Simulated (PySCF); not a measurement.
**How methods differ on the excitation energy of O(2+)**

O(2+) [He] 2s2 2p2 (3P) → O(2+) [He] 2s2 2p1 3s1 (3P), as a difference of total energies. Computed with PySCF 2.14 in x2c-TZVPPall with one added diffuse shell each of s, p, d type (6s4p3d1f, 40 functions), with scalar relativity by spin-free X2C-1e. Correlated levels: valence: 1s2 frozen. The calculations carry no spin-orbit coupling.

| method | excitation energy (eV) |
| --- | --- |
| UHF | 33.211 |
| MP2 (valence) | 33.234 |
| SCS-MP2 (valence) | 33.133 |
| CCSD (valence) | 33.034 |
| CCSD(T) (valence) | 33.013 |

Q: How much does correlation contribute at CCSD(T) (valence)?

A: 33.013 − (33.211) = -0.198 eV, measured against UHF.

The promoted electron is Rydberg-like, and one or two diffuse shells describe it only roughly, which tends to raise the upper state.
